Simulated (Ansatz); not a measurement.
Isolated molecules relaxed with PBE0-D4/def2-TZVP in Ansatz; ΔE leaves out vibrations. CBS: MP2 limit from def2 TZ/QZ plus the TZ coupled-cluster correction, frozen cores. This one scheme is used for every species. Functionals use def2-TZVPP. Elements past krypton have def2 core potentials. For Br, Hf outer-core shells are correlated without core-valence functions, which leaves a few kJ/mol of doubt a bond. Scalar relativity is left out up to krypton. Each species was taken in one conformer, which may not be the lowest.

`[NH2][Hf]([NH2])([F])[Cl]` + HBr → `[NH2][Hf]([F])([Cl])[Br]` + NH₃  (ligand exchange at the Hf–N bond)

`[NH2][Hf]([NH2])([F])[Cl]`:

Z-matrix (Å, degrees):
```
Hf
N 1 2.021
F 1 1.910 2 109.0
N 1 2.016 2 106.0 3 -118.3
Cl 1 2.372 2 109.3 3 122.4
H 2 1.010 1 125.9 3 122.1
H 2 1.011 1 125.2 3 -56.9
H 4 1.011 1 126.2 2 103.3
H 4 1.011 1 124.9 2 -83.0
```

HBr:

```xyz
2

Br   -0.082    0.562    0.426
H     0.082   -0.562   -0.426
```

`[NH2][Hf]([F])([Cl])[Br]`:

Cartesian coordinates in Å:
```
N -0.978 -0.789 -0.206
Hf 0.562 0.410 0.223
F 1.330 -0.303 1.796
Cl -0.246 2.591 0.530
Br 2.190 0.378 -1.684
H -1.654 -0.644 -0.944
H -1.205 -1.643 0.286
```

NH₃:

Cartesian coordinates in Å:
```
N -0.025 0.233 -0.157
H -0.926 -0.111 0.155
H 0.418 -0.520 -0.669
H 0.533 0.398 0.671
```

Q: Is it downhill or uphill in electronic energy at CCSD(T)/CBS, and by how much? (Best estimate.)

A: The calculation gave: Downhill: ΔE = -24.1 kcal/mol.

Q: What do these levels give: PBE-D4, r2SCANh, BHLYP, CCSD/def2-SVP, CCSD(T)/def2-SVP, HF/CBS(def2)? (Best estimate.)

A: Ansatz gave: PBE-D4 -23.1, r2SCANh -24.6, BHLYP -24.2, CCSD/def2-SVP -21.2, CCSD(T)/def2-SVP -21.3, HF/CBS(def2) -26.0 kcal/mol.

Q: What do rigid-rotor, harmonic-oscillator terms from PBE0-D4/def2-TZVP frequencies (298.15 K, 1 bar) make of the CCSD(T)/CBS value? (Estimate.)

A: The calculation gave: ΔZPE = +2.9 kcal/mol, ΔH = -21.1 kcal/mol, ΔS = 2 J/(mol·K), ΔG = -21.3 kcal/mol.

Largest T1 diagnostic among the species: 0.014.

In def2-TZVPP, CCSD(T) changes the Hartree–Fock value by +2.4 kcal/mol (the triples alone add −0.2 kcal/mol) and MP2 by +1.2 kcal/mol. At CCSD(T), def2-SVP lies +2.7 kcal/mol from the extrapolated value and def2-TZVPP +0.5 kcal/mol. From PBE to PBE0 (25 % exact exchange), in def2-TZVPP and without D4, ΔE moves by −1.2 kcal/mol.
